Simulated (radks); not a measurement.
Spherical quantum dot in the effective-mass picture: electrons in a parabolic well V = omega^2 r^2 / 2 with omega = 0.482, with a point charge +1 (a donor) at the centre, all in effective atomic units (hartree* = m*/eps^2 hartree, bohr* = eps/m* bohr), one dielectric constant everywhere. Calculated with a radial shooting solver with Libxc functionals: non-relativistic Kohn-Sham, LDA (Slater exchange, Perdew-Wang correlation), spin-polarised, spherical densities. Levels are named by radial order and angular momentum (1s, 1p, 1d, 2s, ...), and open shells are averaged over m. Results are scaled to m* = 0.062 and eps = 11.7, for which hartree* = 12.32 meV and bohr* = 9.986 nm.

N = 15, configuration 1s2 1p6 1d(up 5, down 0) 2s2. This is the lowest configuration that the search found. Occupied and some empty levels:

| level | occupation | eigenvalue (meV) | <r> (nm) |
|---|---|---|---|
| 1s up | 1 | 59.836 | 20.27 |
| 1s down | 1 | 60.218 | 19.30 |
| 1p up | 3 | 63.355 | 30.15 |
| 1p down | 3 | 64.012 | 29.96 |
| 2s up | 1 | 65.585 | 27.76 |
| 2s down | 1 | 66.040 | 28.48 |
| 1d up | 5 | 66.444 | 34.29 |
| 1d down | 0 | 67.134 | 34.40 |
| 1f up | 0 | 69.877 | 37.44 |
| 1f down | 0 | 70.545 | 37.68 |
| 2p up | 0 | 71.028 | 32.52 |
| 2p down | 0 | 71.452 | 32.64 |
| 1g up | 0 | 73.633 | 40.14 |
| 1g down | 0 | 74.253 | 40.44 |

Energy (meV): total 570.011, kinetic 77.258, external 136.15, Hartree 413.39, exchange-correlation -56.786.
